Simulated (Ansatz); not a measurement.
The cluster GeF₂⁺, relaxed as a doublet with UKS PBE-D4/def2-TZVP in Ansatz, starting from the GFN1-xTB geometry. Force threshold 0.02 eV/Å.

The structure comes from a short search, and lower isomers may exist.

Start:

```xyz
3

Ge   -0.101    0.124   -0.686
F     0.210    1.265    0.561
F    -0.109   -1.389    0.125
```

(1) Estimate the energy that the relaxation releases and the steps that it takes.

(2) Does the start keep its bonding and symmetry?

(3) Predict the relaxed structure.

Results:

(1) 8.4 kJ/mol, in 3 steps; 2.4 s on 4 threads of Arm Neoverse V1 on a shared host. No frequencies were taken in this run, so the end may be a saddle point.

(2) By distances, no bond broke or formed. The bond that changes most is Ge1–F2, from 1.72 to 1.71 Å (atoms count from 1). Point group C2v at the start, C2v at the end, both within 0.05 Å.

(3) 
```xyz
3

Ge   -0.085    0.104   -0.574
F     0.215    1.379    0.521
F    -0.130   -1.484    0.052
```
Bond lengths: 2 × F–Ge 1.71 Å.
